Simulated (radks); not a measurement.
Question: The mean radii <r> (bohr) of the occupied orbitals of an atom or ion are listed with their occupations. Calculated with a radial shooting solver on a logarithmic mesh with Libxc functionals: scalar-relativistic Kohn-Sham, PBE, spin-unpolarised, spherical densities, finite nucleus; Fermi nuclear charge, rms radius of each element as measured or else 0.836 A^(1/3) + 0.57 fm.

orbital  occ.      <r>
1s          2  0.02151
2s          2  0.09076
2p          6  0.08011
3s          2   0.2237
3p          5   0.2191
3d          2   0.1941
4p          1   0.4298

Name the element and its charge.

Answer: Z = 65, terbium, charge +45: Tb45+ in [Ne] 3s2 3p5 3d2 4p1. The 1s radius gives Z: for a bare nucleus <r> = (2 gamma + 1)/(2Z) with gamma = sqrt(1 - (Z/c)^2), 0.02124 bohr for Z = 65, and screening makes it slightly larger (0.02151 here). The occupations add up to 20, and the charge is Z minus that.
